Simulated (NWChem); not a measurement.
System: CH$_{6}$OSeSi; SMILES [SiH3][Se]OC

NWChem printed, in part:

```
             Northwest Computational Chemistry Package (NWChem) 7.3.0
             --------------------------------------------------------

 C1  symmetry detected

                             Geometry "geometry" -> ""
                             -------------------------

 Output coordinates in angstroms (scale by  1.889725989 to convert to a.u.)

  No.       Tag          Charge          X              Y              Z
 ---- ---------------- ---------- -------------- -------------- --------------
    1 Se                  34.0000     0.79673854     0.01211719    -0.03092488
    2 O                    8.0000    -0.41017098     1.27203657     0.63845165
    3 C                    6.0000    -1.03804115     2.04879299    -0.37080434
    4 H                    1.0000    -1.65170618     1.43593384    -1.07134343
    5 H                    1.0000    -1.71196023     2.74716011     0.16930951
    6 H                    1.0000    -0.31439040     2.64703635    -0.96999157
    7 Si                  14.0000    -0.76088032    -1.68162590     0.00374267
    8 H                    1.0000    -1.95936172    -1.29691093    -0.81912991
    9 H                    1.0000    -1.20322956    -1.98673610     1.40639503
   10 H                    1.0000    -0.08652291    -2.88475561    -0.59897826

 Effective nuclear repulsion energy (a.u.)     351.9815046747

                                 NWChem DFT Module
                                 -----------------

 Summary of "ao basis" -> "ao basis" (spherical)
 ------------------------------------------------------------------------------
       Tag                 Description            Shells   Functions and Types
 ---------------- ------------------------------  ------  ---------------------
 Se                         def2-svp                12       32   5s4p3d
 O                          def2-svp                 6       14   3s2p1d
 C                          def2-svp                 6       14   3s2p1d
 H                          def2-svp                 3        5   2s1p
 Si                         def2-svp                 8       18   4s3p1d

            General Information
            -------------------
          SCF calculation type: DFT
          Wavefunction type:  closed shell.
          No. of atoms     :    10
          No. of electrons :    68
           Alpha electrons :    34
            Beta electrons :    34
          Charge           :     0
          Spin multiplicity:     1
          Use of symmetry is: off; symmetry adaption is: off
          Maximum number of iterations: 150
          AO basis - number of functions:   108
                     number of shells:    50
          Convergence on energy requested:  1.00D-06
          Convergence on density requested:  1.00D-05
          Convergence on gradient requested:  5.00D-04

              XC Information
              --------------
                         SCAN Method XC Functional
                  SCAN metaGGA Exchange Functional  1.000
                        SCAN Correlation Potential  1.000

             Grid Information
             ----------------
          Grid used for XC integration:  medium
          Radial quadrature: Mura-Knowles
          Angular quadrature: Lebedev.
          Tag              B.-S. Rad. Rad. Pts. Rad. Cut. Ang. Pts.
          ---              ---------- --------- --------- ---------
          Se                  1.15      112          10.0       590
          O                   0.60       49          11.0       434
          C                   0.70       49          12.0       434
          H                   0.35       45          13.0       434
          Si                  1.10       88          11.0       590
          Grid pruning is: on
          Number of quadrature shells:   568
          Spatial weights used:  Erf1

      Superposition of Atomic Density Guess
      -------------------------------------

 Sum of atomic energies:       -2803.56196802

      Non-variational initial energy
      ------------------------------

 Total energy =   -2804.818984
 1-e energy   =   -4602.087042
 2-e energy   =    1445.286553
 HOMO         =      -0.258401
 LUMO         =      -0.058534

     ---------------------------------------------
      Total Density - Mulliken Population Analysis
     ---------------------------------------------

    Atom       Charge   Shell Charges
 -----------   ------   -------------------------------------------------------
    1 Se  34    33.89   2.00  2.00  2.00  1.34  0.55  6.00  5.98  1.73  2.22  8.20  1.75  0.11
    2 O    8     8.69   1.99  1.10  0.74  2.88  1.98  0.01
    3 C    6     5.88   1.99  0.93  0.22  1.83  0.87  0.05
    4 H    1     0.94   0.69  0.23  0.02
    5 H    1     0.93   0.69  0.22  0.02
    6 H    1     0.93   0.69  0.22  0.02
    7 Si  14    13.54   2.00  1.99  1.00  0.27  5.94  1.08  1.14  0.12
    8 H    1     1.07   0.69  0.37  0.01
    9 H    1     1.07   0.69  0.37  0.01
   10 H    1     1.06   0.68  0.37  0.01

   convergence    iter        energy       DeltaE   RMS-Dens  Diis-err
 ---------------- ----- ----------------- --------- --------- ---------
 d= 0,ls=0.0,diis     1  -2807.6088644876 -3.16D+03  1.11D-02  4.61D-01
 d= 0,ls=0.0,diis     2  -2807.5589081773  5.00D-02  8.25D-03  8.89D-01
 d= 0,ls=0.0,diis     3  -2807.6420673598 -8.32D-02  2.88D-03  2.27D-01
 d= 0,ls=0.0,diis     4  -2807.6642347167 -2.22D-02  9.35D-04  8.81D-03
 d= 0,ls=0.0,diis     5  -2807.6653672915 -1.13D-03  3.49D-04  1.13D-03
  Resetting Diis
 d= 0,ls=0.0,diis     6  -2807.6655365533 -1.69D-04  9.33D-05  7.61D-05
 d= 0,ls=0.0,diis     7  -2807.6655466898 -1.01D-05  2.80D-05  3.66D-06
 d= 0,ls=0.0,diis     8  -2807.6655465292  1.61D-07  1.75D-05  4.88D-06
 d= 0,ls=0.0,diis     9  -2807.6655469479 -4.19D-07  4.08D-06  4.00D-07

         Total DFT energy =    -2807.665546947854
      One electron energy =    -4604.316272997050
           Coulomb energy =     1569.126286421572
    Exchange-Corr. energy =     -124.457065047041
 Nuclear repulsion energy =      351.981504674665

 Numeric. integr. density =       68.000040120027

                       DFT Final Molecular Orbital Analysis
                       ------------------------------------

 Vector   32  Occ=2.000000D+00  E=-2.987635D-01
              MO Center= -4.6D-01,  1.1D+00,  1.7D-01, r^2= 3.3D+00
   Bfn.  Coefficient  Atom+Function         Bfn.  Coefficient  Atom+Function
  ----- ------------  ---------------      ----- ------------  ---------------
    38      0.360886   2 O  pz               41      0.278578   2 O  pz
    12      0.242488   1 Se px               66     -0.234735   5 H  s
    15      0.215475   1 Se px               52     -0.209640   3 C  pz
    37      0.182150   2 O  py               61      0.168331   4 H  s
     9     -0.151340   1 Se px               40      0.132511   2 O  py

 Vector   33  Occ=2.000000D+00  E=-2.381871D-01
              MO Center= -2.7D-01,  8.8D-01,  2.0D-01, r^2= 2.8D+00
   Bfn.  Coefficient  Atom+Function         Bfn.  Coefficient  Atom+Function
  ----- ------------  ---------------      ----- ------------  ---------------
    36      0.402216   2 O  px               37      0.339616   2 O  py
    39      0.308571   2 O  px               40      0.267094   2 O  py
    71     -0.172762   6 H  s                61      0.163725   4 H  s
    15     -0.158459   1 Se px               12     -0.151145   1 Se px
    72     -0.130222   6 H  s                62      0.128513   4 H  s

 Vector   34  Occ=2.000000D+00  E=-2.169103D-01
              MO Center=  5.0D-01, -1.8D-02,  2.8D-02, r^2= 2.6D+00
   Bfn.  Coefficient  Atom+Function         Bfn.  Coefficient  Atom+Function
  ----- ------------  ---------------      ----- ------------  ---------------
    17      0.532314   1 Se pz               14      0.468506   1 Se pz
    11     -0.292150   1 Se pz               38     -0.176517   2 O  pz
    15      0.168818   1 Se px               41     -0.137349   2 O  pz
    12      0.126656   1 Se px              100     -0.125741   9 H  s
    95      0.119148   8 H  s                16     -0.112445   1 Se py

 Vector   35  Occ=0.000000D+00  E=-8.597277D-02
              MO Center=  3.7D-01,  1.5D-01,  6.0D-02, r^2= 3.1D+00
   Bfn.  Coefficient  Atom+Function         Bfn.  Coefficient  Atom+Function
  ----- ------------  ---------------      ----- ------------  ---------------
    16      0.549214   1 Se py               35     -0.431076   2 O  s
    15     -0.334204   1 Se px               13      0.316247   1 Se py
    17      0.230227   1 Se pz               37      0.220619   2 O  py
    36     -0.210754   2 O  px               39     -0.207972   2 O  px
    40      0.208894   2 O  py               41      0.200932   2 O  pz

 Vector   36  Occ=0.000000D+00  E=-1.533482D-02
              MO Center= -3.9D-01, -1.2D+00,  2.4D-02, r^2= 4.3D+00
   Bfn.  Coefficient  Atom+Function         Bfn.  Coefficient  Atom+Function
  ----- ------------  ---------------      ----- ------------  ---------------
    87      0.823755   7 Si py               86      0.647276   7 Si px
    15      0.638871   1 Se px                5     -0.576890   1 Se s
    79      0.473321   7 Si s                16      0.452178   1 Se py
     4     -0.346655   1 Se s                78      0.276480   7 Si s
    12      0.239856   1 Se px               84      0.212299   7 Si py

[...]
```

Level: SCAN/def2-SVP. The geometry was optimised at PBE-D3(BJ)/def2-SVP.

### Question
Write an input that gives this output.

### Answer
This is not unique; one that fits is the input that was run:
```
start job
memory heap 200 mb stack 900 mb global 1100 mb
geometry units angstroms noautoz
  Se     0.801245     0.030519    -0.040037
  O     -0.392559     1.297353     0.639710
  C     -1.038346     2.065292    -0.364978
  H     -1.665035     1.446486    -1.048554
  H     -1.701911     2.769041     0.180939
  H     -0.325442     2.657524    -0.982732
  Si    -0.756388    -1.661741     0.038573
  H     -1.969496    -1.283722    -0.765761
  H     -1.173202    -1.953705     1.451804
  H     -0.093799    -2.870804    -0.565326
end
basis spherical
  Se library def2-svp
  O library def2-svp
  C library def2-svp
  H library def2-svp
  Si library def2-svp
end
dft
  xc scan
  iterations 150
  mulliken
end
task dft energy
```
